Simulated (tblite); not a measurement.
Problem. Give a GFN2-xTB geometry of InChI=1S/C6H14OSi2/c1-4(2)5-3-9-6(5)7-8/h5-6H,1,3,9H2,2,8H3/t5-,6+/m0/s1.

Solution. 
```xyz
23
C6H14OSi2 angstrom
C     -2.186   -0.355   -0.661
C     -1.318   -0.443    0.337
C     -1.453   -1.466    1.423
C     -0.141    0.482    0.441
C     -0.499    1.991    0.493
Si     0.829    2.411   -0.815
C      0.799    0.487   -0.797
O      2.041   -0.126   -0.571
Si     2.439   -1.687   -0.460
H     -2.087    0.382   -1.440
H     -3.032   -1.016   -0.739
H     -2.328   -2.092    1.266
H     -1.541   -0.975    2.392
H     -0.568   -2.102    1.451
H      0.465    0.214    1.309
H     -0.398    2.420    1.487
H     -1.523    2.166    0.168
H      0.374    3.068   -2.040
H      2.069    2.986   -0.306
H      0.315    0.011   -1.656
H      1.824   -2.349    0.698
H      2.032   -2.433   -1.654
H      3.880   -1.548   -0.315
```

Orientation and origin are arbitrary. Atoms count from 1 in this order. The C–C distances run from 1.325 Å (C1=C2, drawn double) to 1.555 Å (C4–C7, drawn single), a spread of 0.230 Å. O8 (silyl ether oxygen) is bent (angle 130.7°). Si9 (oxygen-bound silicon) is distorted tetrahedral (angles from 99.1° to 113.9°). Of the pairs four or more bonds apart, C1···H20 is among the closest relative to their van der Waals radii: 2.72 Å, 94 % of the sum of Bondi's values.

Bonds between heavy atoms (Å): C1=C2 1.325, C2–C3 1.498, C2–C4 1.500, C4–C5 1.551, C5–Si6 1.911, Si6–C7 1.924, C7–O8 1.404, O8–Si9 1.615, C4–C7 1.555.

Computed geometry: GFN2-xTB, gas phase.

Point group: C1 (no symmetry element, even within 0.4 Å). Its GFN2-xTB frequencies are all real (lowest 19 cm⁻¹). The numbers are those of one conformer (C1–C2–C4–C5 58°, Si6–C7–O8–Si9 179°, C2–C4–C5–Si6 -133°, C4–C5–Si6–C7 8°, C5–Si6–C7–O8 -125°, C2–C4–C7–Si6 133°).
